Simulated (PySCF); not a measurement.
Solvent effects on NMR parameters

Atom-mapped SMILES (the numbers label the heavy atoms): `[F:1][CH:2]([F:3])[C:4]1=[CH:5][CH2:6][CH:7]=[CH:8][O:9]1`; H(Xn) means a hydrogen on atom n.

GIAO PBE0/pcSseg-1 in PySCF 2.14.0 with density-fitted response routines on one PBE0-D3(BJ)/def2-SVP conformer, non-relativistic, equivalent nuclei averaged. Solvents enter as an IEF-PCM continuum (dichloromethane with ε = 8.9, acetone with ε = 20.5) around the gas-phase geometry. Shifts are referred to CFCl3, TMS computed in the same medium.

In dichloromethane, δ in ppm: F1/F3 -145.3, C4 151.3, C8 148.1, C2 113.9, C7 108.1, C5 107.7, C6 23.8, H(C8) 6.45, H(C2) 6.01, H(C5) 5.40, H(C7) 4.88, H(C6) 3.06. Dipole moment 2.94 D.

Problem. How does each δ change in the more polar medium?

Solution. 
```json
{"atoms": "F1/F3", "environment": "fluorine of a CF2 group", "Δδ, acetone": "-0.2"}
{"atoms": "C4", "environment": "alkene carbon bearing oxygen", "Δδ, acetone": "0.0"}
{"atoms": "C8", "environment": "alkene carbon bearing oxygen", "Δδ, acetone": "0.0"}
{"atoms": "C2", "environment": "allylic sp3 CH bonded to 2 F", "Δδ, acetone": "+0.2"}
{"atoms": "C7", "environment": "β carbon of an enol-ether or enamine type C=C", "Δδ, acetone": "+0.3"}
{"atoms": "C5", "environment": "β carbon of an enol-ether or enamine type C=C", "Δδ, acetone": "+0.3"}
{"atoms": "C6", "environment": "allylic sp3 CH2", "Δδ, acetone": "+0.1"}
{"atoms": "H(C8)", "environment": "hydrogen on an alkene carbon bearing oxygen", "Δδ, acetone": "+0.02"}
{"atoms": "H(C2)", "environment": "hydrogen on an allylic sp3 CH bonded to 2 F", "Δδ, acetone": "+0.03"}
{"atoms": "H(C5)", "environment": "hydrogen on a β carbon of an enol-ether or enamine type C=C", "Δδ, acetone": "+0.02"}
{"atoms": "H(C7)", "environment": "hydrogen on a β carbon of an enol-ether or enamine type C=C", "Δδ, acetone": "+0.03"}
{"atoms": "H(C6)", "environment": "hydrogen on an allylic sp3 CH2", "Δδ, acetone": "+0.01"}
```

Changes are relative to dichloromethane. The dipole moment becomes 2.99 D in acetone.

Problem. Which nuclei move most (in ppm), and what does the model miss?

Solution. C7 (β carbon of an enol-ether or enamine type C=C, +0.3 ppm) and C5 (β carbon of an enol-ether or enamine type C=C, +0.3 ppm) in acetone. A continuum only polarises the solute; specific hydrogen bonds, the anisotropy of aromatic solvents and changes of geometry or conformer are outside it.
